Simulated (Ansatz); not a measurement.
Series CrX2: gap (eV) at several levels, gas phase, relaxed structures; Ansatz. HOMO and LUMO are taken over both spins. Singlets are spin-restricted. Names give formal oxidation states. A dash marks a value that wasn't run or was left out as unsound. The structures are stationary points that may keep the symmetry of their start. Remarks come from the PBE and PBE0 runs and from stability tests at other levels; not every state was tested. HOMO above LUMO (over both spins in singlets and doublets, within one spin in higher multiplets; at PBE or PBE0), or a gap under 0.15 eV within one spin, warns that the state may not be the lowest or that an electron is smeared out.

```json
{"species": "CrBr2", "state": "quintet", "geometry": "PBE-D4/def2-TZVP", "BLYP-D4/def2-TZVP": "0.08", "r2SCAN-D4/def2-TZVP": "0.48", "B97M-V/def2-TZVP": "0.62", "PBE0-D4/def2-SVP": "2.79", "r2SCAN0-D4/def2-TZVP": "3.38", "CAM-B3LYP-D4/def2-TZVP": "5.58", "remarks": "near-degenerate levels, gap within one spin near zero, spin-contaminated (⟨S²⟩ up to 6.12)"}
{"species": "Cr(SH)2 (CrH2S2)", "state": "quintet", "geometry": "PBE-D4/def2-TZVP", "BLYP-D4/def2-TZVP": "1.03", "r2SCAN-D4/def2-TZVP": "1.40", "B97M-V/def2-TZVP": "–", "PBE0-D4/def2-SVP": "3.37", "r2SCAN0-D4/def2-TZVP": "3.80", "CAM-B3LYP-D4/def2-TZVP": "–", "remarks": "spin-contaminated (⟨S²⟩ up to 6.18)"}
{"species": "Cr(NH2)2 (CrN2H4)", "state": "quintet", "geometry": "PBE0-D4/def2-TZVP", "BLYP-D4/def2-TZVP": "1.71", "r2SCAN-D4/def2-TZVP": "2.17", "B97M-V/def2-TZVP": "1.97", "PBE0-D4/def2-SVP": "4.31", "r2SCAN0-D4/def2-TZVP": "4.79", "CAM-B3LYP-D4/def2-TZVP": "6.64", "remarks": "–"}
{"species": "CrMe2 (C2H6Cr)", "state": "quintet", "geometry": "PBE-D4/def2-TZVP", "BLYP-D4/def2-TZVP": "1.93", "r2SCAN-D4/def2-TZVP": "2.45", "B97M-V/def2-TZVP": "2.04", "PBE0-D4/def2-SVP": "4.60", "r2SCAN0-D4/def2-TZVP": "4.86", "CAM-B3LYP-D4/def2-TZVP": "6.55", "remarks": "–"}
```

**Question.** Estimate the rows for CrCl2 (quintet, PBE-D4/def2-TZVP geometry); CrF2 (quintet, B3LYP-D4/def2-TZVP geometry).

**Answer.** 
```csv
species,state,geometry,BLYP-D4/def2-TZVP,r2SCAN-D4/def2-TZVP,B97M-V/def2-TZVP,PBE0-D4/def2-SVP,r2SCAN0-D4/def2-TZVP,CAM-B3LYP-D4/def2-TZVP,remarks
CrCl2,quintet,PBE-D4/def2-TZVP,0.11,0.57,0.70,3.16,3.80,6.07,"near-degenerate levels, gap within one spin near zero"
CrF2,quintet,B3LYP-D4/def2-TZVP,0.74,1.40,1.42,4.21,4.88,7.13,–
```

Over the 5 species that have every level, the mean is 0.91 at BLYP-D4/def2-TZVP, 1.41 at r2SCAN-D4/def2-TZVP, 1.35 at B97M-V/def2-TZVP, 3.82 at PBE0-D4/def2-SVP, 4.34 at r2SCAN0-D4/def2-TZVP, 6.39 at CAM-B3LYP-D4/def2-TZVP. Orbital gaps grow with the share of exact exchange and aren't one observable across functionals.
